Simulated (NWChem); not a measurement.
System: SiH$_{3}$OBr; SMILES [SiH2](Br)O

```xyz
6

Si    -0.5115    -1.0678    -0.0176
O      0.8179    -2.0452    -0.1050
Br     0.0583     1.0899    -0.0340
H     -1.3164    -1.3486    -1.2287
H     -1.2823    -1.2741     1.2402
H      1.4637    -1.9888     0.6060
```
Atoms are numbered in this order, from 1.

Structure relaxed at the PBE0/def2-SVP level.

Spin-orbit effects, on the heavy nuclei and on their neighbours, are missing.

Problem. Give the principal values of the shielding tensors (ppm) of Si1, O2, Br3 from Hartree-Fock/6-31G* (spherical d), GIAO (NWChem), with their diamagnetic and paramagnetic parts as GIAO splits them.

Solution. 
```tsv
atom	σ11	σ22	σ33	isotropic	diamagnetic	paramagnetic
Si1	431.6	449.3	483.2	454.7	877.3	-422.6
O2	273.5	304.7	324.1	300.8	394.7	-94.0
Br3	2461.6	2831.3	2962.4	2751.7	3124.7	-373.0
```
